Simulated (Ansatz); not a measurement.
Molecule: sum formula H3GeO3 (charge 0, doublet). It need not be the lowest isomer of its formula. 
Structure (B3LYP-D3(BJ)/def2-TZVP (Ansatz, a quantum-chemistry and plane-wave program) minimum search):
```
Ge
O 1 1.7935
H 2 0.9649 1 112.77
O 1 1.7935 2 106.46 3 -161.78
H 4 0.9649 1 112.77 2 -48.49
O 1 1.7935 2 106.46 3 -48.49
H 6 0.9649 1 112.77 2 -161.78
```
Charge 0, spin multiplicity 2.

Property: vertical electron affinity (to the singlet state of charge -1; a negative value means that the extra electron is unbound and the number depends on the basis; each state is the SCF solution reached for its spin; the molecule has degenerate orbitals, so one determinant may break the symmetry), in eV. Valence correlation only, unless marked. Open shells are spin-unrestricted. Spin-orbit coupling is left out. The frozen core is the preceding noble-gas configuration, with the filled d and f shells of earlier blocks. No relativistic terms. Anions need diffuse functions: aug- sets have them; def2-D sets add few. CBS marks a two-point X^-3 extrapolation of the correlation energy; Hartree-Fock from the larger set. [CCSD(T)-MP2]/basis is that difference in the basis named.

```
level                                                          program  vertical electron affinity (eV)  minus last row
-------------------------------------------------------------  -------  -------------------------------  --------------
HF/aug-cc-pVQZ                                                  Ansatz                             0.49           -1.12
r2SCAN/def2-TZVPD                                               Ansatz                             1.39           -0.22
CAM-B3LYP/def2-TZVPD                                            Ansatz                             1.65            0.04
B2PLYP/def2-TZVPD                                               Ansatz                             1.53           -0.08
RI-MP2/CBS(aug-cc-pVTZ,aug-cc-pVQZ)                             Ansatz                             1.55           -0.06
CCSD/aug-cc-pVTZ                                                Ansatz                             1.46           -0.15
RI-MP2/CBS(aug-cc-pVTZ,aug-cc-pVQZ)+[CCSD(T)-MP2]/aug-cc-pVTZ   Ansatz                             1.61            0.00
```
